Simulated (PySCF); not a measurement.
Molecule: SMILES FC(F)(F)C[C@@H]1C=N1, C4H4F3N.

Bonds (- single, = double, # triple, : aromatic): F1-C2, C2-F3, C2-F4, C2-C5, C5-C6, C6-C7, C7=N8, N8-C6. C5 carries H9, H10; C6 carries H11; C7 carries H12. Stereochemistry as in FC(F)(F)C[C@@H]1C=N1. H10 is pro-R; H9 is pro-S.

Frames of a GFN2-xTB Langevin trajectory at 300 K; GIAO PBE0/pcSseg-1 shieldings in PySCF 2.14, gas phase, non-relativistic; equivalent atoms averaged within each frame.

Scale: CFCl3 for ¹⁹F (σ = 170.95 ppm); ¹³C (σ = 186.93 ppm), ¹H (σ = 31.72 ppm) vs TMS; ¹⁵N (σ = 267.73 ppm) vs NH3 (reference shieldings calculated alike). The references are static minima.

How do the shifts (ppm) fluctuate along the trajectory?

## Answers


```tsv
time (fs)	F1/F3/F4	C7	C2	C5	C6	N8	H12	H10	H11	H9
250	-81.2	191.0	134.2	55.5	20.7	372.3	11.62	3.35	1.86	0.98
425	-77.4	188.9	135.1	53.4	19.9	363.6	11.44	4.01	2.42	2.40
625	-89.8	175.0	131.8	57.5	24.4	361.7	10.33	2.80	2.10	2.58
800	-87.7	197.4	130.3	50.1	32.6	379.1	11.60	2.22	3.27	0.13
1000	-89.7	179.3	130.7	48.0	27.6	356.3	10.64	3.80	2.22	1.78
mean of frames	-85.2	186.3	132.4	52.9	25.1	366.6	11.12	3.24	2.37	1.57
standard deviation	5.6	9.1	2.2	3.9	5.2	9.1	0.60	0.73	0.54	1.02
```

5 frames give an uncertainty of the mean of about the standard deviation over 2.2 at best, since frames this close in time may not be independent; classical motion lacks zero-point vibration, and the reference would need the same averaging.
